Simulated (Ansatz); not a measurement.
Computed with frozen-core CCSD(T)/def2-TZVPP // PBE0-D3(BJ)/def2-TZVP in Ansatz (a first-principles code).

Ansatz 0.2 input:
```yaml
crystal:
  periodic: [false, false, false]
  atoms:
    - { symbol: C, position_ang: [-0.722344, 0.397907, -1.372813] }
    - { symbol: Si, position_ang: [0.182446, -0.808599, -0.607408] }
    - { symbol: O, position_ang: [0.663991, -0.817189, 0.945557] }
    - { symbol: C, position_ang: [0.368159, 0.221007, 1.860303] }
    - { symbol: H, position_ang: [-0.97984, 0.2828, -2.419603] }
    - { symbol: H, position_ang: [-1.076206, 1.301134, -0.892094] }
    - { symbol: H, position_ang: [0.676534, -2.044844, -1.23392] }
    - { symbol: H, position_ang: [-0.712334, 0.336499, 1.9871] }
    - { symbol: H, position_ang: [0.81284, -0.042245, 2.820073] }
    - { symbol: H, position_ang: [0.786765, 1.173535, 1.522126] }
basis:
  gaussian: { orbitals: def2-TZVPP }
correlation:
  method: ccsd_t
```

Output:

```
Functional definition: HF
1281 factors; integrals over basis functions are off by at most 1.1e-3 eV
mean field evaluation 1: about -12052.2448 eV, gradient 4.1e1 eV
mean field evaluation 2: about -12052.4726 eV, gradient 4.2e1 eV
mean field evaluation 4: about -12056.5668 eV, gradient 3.7e0 eV
mean field evaluation 8: about -12056.6361 eV, gradient 4.4e-1 eV
mean field evaluation 16: about -12056.6372 eV, gradient 1.6e-6 eV
mean field -12056.63718949 eV, -443.0732444316 hartree, gradient 1.6e-6 eV, S^2 0.000000; 0 other end points of the search recorded, 0 dependent functions left out
8 core orbitals not correlated
reference -12056.63718949 eV, -443.0732444316 hartree; 12, 12 occupied and 199, 199 virtual orbitals, 1281 factors
second order -18.95145359 eV of doubles, -0.00000000 eV of singles
cycle   1  -19.34283333 eV  change   -3.9e-1 eV  update   9.8e-2
cycle   2  -19.83085596 eV  change   -4.9e-1 eV  update   3.1e-2
cycle   3  -19.94900276 eV  change   -1.2e-1 eV  update   1.6e-2
cycle   4  -19.94088115 eV  change    8.1e-3 eV  update   4.4e-3
cycle   5  -19.93918985 eV  change    1.7e-3 eV  update   2.0e-3
cycle   6  -19.93990115 eV  change   -7.1e-4 eV  update   6.3e-4
cycle   7  -19.93960629 eV  change    2.9e-4 eV  update   2.2e-4
cycle   8  -19.93960819 eV  change   -1.9e-6 eV  update   9.0e-5
cycle   9  -19.93964299 eV  change   -3.5e-5 eV  update   3.2e-5
cycle  10  -19.93963124 eV  change    1.2e-5 eV  update   1.3e-5
perturbative correction -0.80862369 eV, -0.0297163727 hartree
Total energy: -12077.38544442 eV, -443.8357287367 hartree
```

Cost: very roughly 4 core-minutes.
